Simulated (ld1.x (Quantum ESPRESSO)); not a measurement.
osmium, PAW: configuration errors across variants

```json
{"Element": "Os", "Generator": "ld1.x (Quantum ESPRESSO) 7.5", "Type": "PAW", "Functional": "PBE", "Relativity": "scalar-relativistic", "Frozen core": "[Xe] 4f14", "Valence charge": "8", "Reference configuration": "5d6 6s2 6p0", "Partial waves": "6s (bound): rcut 2.45, rcutus 2.80 bohr; 6s channel at 3.2 Ry: rcut 2.45, rcutus 2.80 bohr; 6p (bound, empty): rcut 2.85, rcutus 3.15 bohr; 6p channel at 0.5 Ry: rcut 2.85, rcutus 3.15 bohr; 5d (bound): rcut 2.20, rcutus 2.60 bohr; 5d channel at 1.25 Ry: rcut 2.20, rcutus 2.60 bohr", "Local potential": "all-electron potential smoothed inside 2.10 bohr (lloc = -1)", "Core correction": "Bessel-smoothed model core, default radius (core density twice the valence density)", "Augmentation charge": "PSQ, inside the norm-conserving radii"}
```

All-electron excitation energies from the reference (eV): (1) 5d6 6s1 6p0 9.577; (2) 5d6 6s0 6p0 26.491; (3) 5d5 6s0 6p0 55.338; (4) 5d7 6s0 6p0 9.039; (5) 5d6 6s1.5 6p0 3.914; (6) 5d5 6s2 6p0 11.078.

The overlap operator is not positive definite (basis up to 400 Ry) in “all radii but the core radius scaled by about 0.95 (s 2.64, p 2.98, d 2.46 bohr, rcut 2.32/2.68/2.08); local potential all-electron potential smoothed inside 1.98 bohr (lloc = -1)”. Such files are unfit for use, however small their errors in these radial tests.

Tests that are not counted but printed errors over 1 eV. “base”: 5d4 6s0 6p0 (solver errors, printed error -79.4 eV).

2 further variants failed, have other tests or too few solved ones, and are left out.

A true bound ghost makes a file unfit for plane-wave use even where its test errors are small: the radial tests pick states by their node count and pass the ghost by. Where a test does run into it, the solver fails or the error is huge.

Errors AE − PS in meV (a dash: test not solved or not reliable):

| change | (1) | (2) | (3) | (4) | (5) | (6) | bound ghosts |
| --- | --- | --- | --- | --- | --- | --- | --- |
| base | -11 | -0.2 | -84 | -49 | -4.1 | -47 | s |
| all radii but the core radius scaled by about 0.95 (s 2.64, p 2.98, d 2.46 bohr, rcut 2.32/2.68/2.08); local potential all-electron potential smoothed inside 1.98 bohr (lloc = -1) | -3.4 | -3.2 | -77 | -46 | -1.7 | -31 | s (d not tested, overlap not positive) |
| all radii but the core radius scaled by about 1.07 (s 3.00, p 3.38, d 2.80 bohr, rcut 2.64/3.06/2.36); local potential all-electron potential smoothed inside 2.26 bohr (lloc = -1) | -2.8 | -21 | -136 | -59 | -1.2 | -32 | none |
| all radii but the core radius scaled by about 1.19 (s 3.34, p 3.74, d 3.10 bohr, rcut 2.92/3.40/2.62); local potential all-electron potential smoothed inside 2.50 bohr (lloc = -1) | -3.0 | -19 | -140 | -62 | -1.3 | -33 | none |
| all radii but the core radius scaled by about 1.39 (s 3.88, p 4.38, d 3.60 bohr, rcut 3.40/3.96/3.06); local potential all-electron potential smoothed inside 2.92 bohr (lloc = -1) | +1.5 | -16 | -146 | -60 | +0.3 | -31 | none |

(1) Give the same row for: all radii but the core radius scaled by about 1.30 (s 3.64, p 4.08, d 3.38 bohr, rcut 3.18/3.70/2.86); local potential all-electron potential smoothed inside 2.72 bohr (lloc = -1).

Results:

(1) -0.5, -17, -144, -58, -0.4, -28; bound ghosts: none.
